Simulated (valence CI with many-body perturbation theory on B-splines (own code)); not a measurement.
# E1 transitions of Nd LVI

Calculated by configuration interaction combined with many-body perturbation theory (CI+MBPT): three valence electrons over a frozen Dirac-Fock core [He], radial functions for each j: 11 s, 11 p, 9 d, 7 f, 5 g, 2 h, 1 i, with the one-electron correlation potential Σ1 (screened to all orders), the two-electron term Σ2, the three-electron term Σ3, Breit, model QED; selected single and double excitations, second order for the rest (own B-spline code, finite nucleus).

No measured spectrum was set against this ion. As an estimate, large intervals hold to a few tenths of a per cent, small ones and those within an open d or f shell to about a per cent.

Lines 51 to 100 of 280 in falling wavelength, among levels below 7830.1 eV, chosen from the strongest by gf and those to the six lowest levels. Wavelengths and rates use the calculated energies. Electric multipoles are in the length gauge, E1 and E2 with the static RPA response of the core. Weak lines are less certain than strong ones. Lines between different terms over intervals too small for the method are left out, as are lines whose strength nearly cancels. The highest levels of a list are the least certain.

Levels are named by their leading jj configuration (3d3/2^4 stands for four electrons in 3d with j = 3/2), which in mixed levels can hold well under half, so a name can repeat and another be missing. Letters in brackets count levels of one name in rising energy.

```csv
λ vac (nm),Upper,Lower,A (s⁻¹),log gf,Branch %
5.209,(2s 2p3/2 3p3/2) J=1/2 [a],(2s 2p3/2 3s) J=3/2 [a],2.00e+11,-0.79,0.1
5.162,(2s 2p3/2 3p3/2) J=3/2 [b],(2s 2p3/2 3s) J=1/2,1.36e+11,-0.66,0.1
5.149,(2s 2p1/2 3p3/2) J=3/2 [b],(2s 2p1/2 3s) J=3/2,1.09e+11,-0.76,0.1
5.108,(2s 2p3/2 3p3/2) J=1/2 [b],(2s 2p3/2 3s) J=1/2,1.85e+11,-0.84,3.0
5.058,(2p1/2^2 3p3/2) J=3/2,(2p1/2^2 3s) J=1/2,1.06e+11,-0.79,0.1
4.974,(2p1/2 2p3/2 3p3/2) J=5/2 [b],(2p1/2 2p3/2 3s) J=5/2,6.84e+10,-0.82,0.0
4.880,(2s 2p3/2 3p3/2) J=5/2 [a],(2s 2p3/2 3s) J=5/2,1.47e+11,-0.50,0.1
4.771,(2p1/2^2 2p3/2) J=3/2,(2s 2p1/2 2p3/2) J=5/2,5.23e+10,-1.15,4.0
4.205,(2p1/2^2 2p3/2) J=3/2,(2s 2p1/2 2p3/2) J=3/2 [a],1.62e+10,-1.77,1.2
3.280,(2s^2 2p3/2) J=3/2,(2s 2p1/2^2) J=1/2,2.42e+09,-2.81,74.0
1.760,(2s 2p1/2 2p3/2) J=3/2 [a],(2s^2 2p1/2) J=1/2,1.01e+10,-2.73,87.7
1.716,(2s 2p3/2^2) J=5/2,(2s^2 2p3/2) J=3/2,3.64e+11,-1.02,99.4
1.681,(2p1/2 2p3/2^2) J=3/2,(2s 2p1/2 2p3/2) J=1/2,9.19e+11,-0.81,35.1
1.642,(2p1/2 2p3/2 3d3/2) J=5/2 [a],(2s 2p1/2 3d3/2) J=5/2,5.74e+11,-0.86,0.7
1.637,(2p1/2 2p3/2^2) J=5/2,(2s 2p1/2 2p3/2) J=3/2 [b],1.10e+12,-0.58,46.4
1.633,(2p1/2 2p3/2 3d5/2) J=9/2,(2s 2p1/2 3d5/2) J=7/2,9.06e+11,-0.44,26.3
1.631,(2p1/2 2p3/2 3p3/2) J=7/2,(2s 2p1/2 3p3/2) J=5/2,1.05e+12,-0.47,0.6
1.629,(2p3/2^3) J=3/2,(2s 2p3/2^2) J=3/2,2.51e+12,-0.40,64.2
1.621,(2p1/2 2p3/2 3p1/2) J=5/2,(2s 2p1/2 3p1/2) J=3/2,6.49e+11,-0.81,0.1
1.620,(2p1/2 2p3/2 3d5/2) J=7/2 [a],(2s 2p1/2 3d5/2) J=5/2 [a],8.51e+11,-0.57,3.5
1.619,(2s 2p3/2 3d5/2) J=7/2 [b],(2s^2 3d5/2) J=5/2,1.38e+12,-0.36,0.6
1.617,(2p1/2 2p3/2 3d3/2) J=5/2 [b],(2s 2p1/2 3d3/2) J=3/2 [b],9.04e+11,-0.67,0.1
1.614,(2s 2p3/2 3p3/2) J=5/2 [b],(2s^2 3p3/2) J=3/2,1.54e+12,-0.44,1.2
1.613,(2p1/2 2p3/2 3p3/2) J=5/2 [a],(2s 2p1/2 3p3/2) J=3/2 [a],8.31e+11,-0.71,0.4
1.612,(2p1/2 2p3/2 3d3/2) J=7/2,(2s 2p1/2 3d3/2) J=5/2,9.04e+11,-0.55,13.3
1.609,(2p1/2 2p3/2 3s) J=5/2,(2s 2p1/2 3s) J=3/2,8.67e+11,-0.70,0.9
1.608,(2p1/2 2p3/2 3d5/2) J=7/2 [b],(2s 2p1/2 3d5/2) J=5/2 [b],5.13e+11,-0.80,0.1
1.607,(2p1/2 2p3/2 3p1/2) J=3/2 [b],(2s 2p1/2 3p1/2) J=1/2 [b],1.10e+12,-0.77,0.4
1.597,(2s 2p3/2 3d3/2) J=5/2 [b],(2s^2 3d3/2) J=3/2,1.40e+12,-0.49,0.2
1.595,(2s 2p3/2 3p1/2) J=1/2,(2s^2 3p1/2) J=1/2,1.75e+12,-0.87,1.1
1.595,(2s 2p3/2 3s) J=1/2,(2s^2 3s) J=1/2,1.73e+12,-0.88,1.2
1.593,(2p1/2 2p3/2 3d3/2) J=3/2 [a],(2s 2p1/2 3d3/2) J=3/2 [a],9.59e+11,-0.84,0.5
1.592,(2s 2p3/2 3p1/2) J=3/2 [b],(2s^2 3p1/2) J=1/2,1.61e+12,-0.61,1.4
1.590,(2s 2p3/2 3d5/2) J=5/2 [b],(2s^2 3d5/2) J=5/2,1.59e+12,-0.44,0.2
1.586,(2s 2p3/2 3s) J=3/2 [b],(2s^2 3s) J=1/2,1.61e+12,-0.61,2.3
1.586,(2p1/2 2p3/2 3d5/2) J=7/2 [b],(2s 2p1/2 3d5/2) J=7/2,5.61e+11,-0.77,0.1
1.586,(2s 2p3/2 3p3/2) J=3/2 [b],(2s^2 3p3/2) J=3/2,1.59e+12,-0.62,1.3
1.585,(2s 2p3/2 3d5/2) J=3/2 [b],(2s^2 3d5/2) J=5/2,1.76e+12,-0.58,0.3
1.584,(2s 2p3/2 3d3/2) J=3/2 [b],(2s^2 3d3/2) J=3/2,1.24e+12,-0.73,0.2
1.563,(2p1/2 2p3/2^2) J=3/2,(2s 2p1/2 2p3/2) J=5/2,1.56e+11,-1.64,5.9
1.560,(2s 2p1/2 2p3/2) J=1/2,(2s^2 2p1/2) J=1/2,1.96e+12,-0.85,99.4
1.557,(2s 2p1/2 2p3/2) J=3/2 [b],(2s^2 2p1/2) J=1/2,1.66e+12,-0.62,99.5
1.548,(2p1/2 2p3/2^2) J=1/2,(2s 2p1/2 2p3/2) J=3/2 [b],2.02e+12,-0.84,68.3
1.545,(2p1/2 2p3/2^2) J=1/2,(2s 2p1/2 2p3/2) J=1/2,8.81e+11,-1.20,29.8
1.538,(2s 2p3/2^2) J=1/2,(2s^2 2p3/2) J=3/2,1.59e+12,-0.95,99.7
1.536,(2p1/2^2 2p3/2) J=3/2,(2s 2p1/2^2) J=1/2,1.22e+12,-0.76,93.2
1.536,(2s 2p3/2^2) J=3/2,(2s^2 2p3/2) J=3/2,2.79e+12,-0.40,98.9
1.522,(2p1/2 2p3/2^2) J=5/2,(2s 2p1/2 2p3/2) J=5/2,1.21e+12,-0.60,51.1
1.497,(2p1/2 2p3/2^2) J=3/2,(2s 2p1/2 2p3/2) J=3/2 [a],1.35e+12,-0.74,51.5
1.460,(2p1/2 2p3/2^2) J=5/2,(2s 2p1/2 2p3/2) J=3/2 [a],2.55e+10,-2.31,1.1
```
